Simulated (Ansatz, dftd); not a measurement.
Reaction: SiH4S (SMILES S[SiH3]) → SiH3S (SMILES [SiH3][S], doublet) + H (doublet) (the H-S bond breaks)
Each species at its own B3LYP-D3(BJ)/def2-TZVP minimum (Ansatz, a first-principles code).

Wanted: bond dissociation energy (electronic), in kcal/mol. UHF or UKS for unpaired electrons; spin-orbit terms are left out. Correlated methods leave the cores frozen. Rows without X2C or -DK are non-relativistic. CBS(X,Y): correlation extrapolated as X^-3, Hartree-Fock from the larger set. A bracket is a step between two methods taken in the basis named. The functionals are non-relativistic, so their misses hold any scalar relativity. '+ core + X2C': CCSD(T) terms for core correlation (cc-pwCVTZ, 1s frozen past Ne) and scalar relativity (cc-pVTZ-DK). Where a partner has so few electrons that a lower coupled-cluster level is exact, that level stands in.

```csv
level,program,bond dissociation energy (kcal/mol),difference against the last row
HF/cc-pV(D+d)Z,Ansatz,67.1,-27.4
HF/cc-pV(T+d)Z,Ansatz,67.5,-27.0
PBE-D3(BJ)/def2-TZVPD,Ansatz + dftd3,91.2,-3.3
r2SCAN/def2-TZVPD,Ansatz,90.9,-3.6
PBE0/def2-TZVPD,Ansatz,90.7,-3.8
MP2/cc-pV(Q+d)Z,Ansatz,94.0,-0.5
"MP2/CBS(cc-pV(T+d)Z,cc-pV(Q+d)Z)",Ansatz,95.1,0.6
CCSDT(Q)/cc-pV(D+d)Z,Ansatz,88.5,-6.0
CCSDT(Q)/cc-pV(T+d)Z,Ansatz,92.3,-2.2
"CCSD(T)/CBS(cc-pV(T+d)Z,cc-pV(Q+d)Z) + [CCSDT(Q) - CCSD(T)]/cc-pV(D+d)Z + core + X2C",Ansatz,94.6,0.1
"CCSD(T)/CBS(cc-pV(T+d)Z,cc-pV(Q+d)Z) + [CCSDT(Q) - CCSD(T)]/cc-pV(T+d)Z + core + X2C",Ansatz,94.5,0.0
```
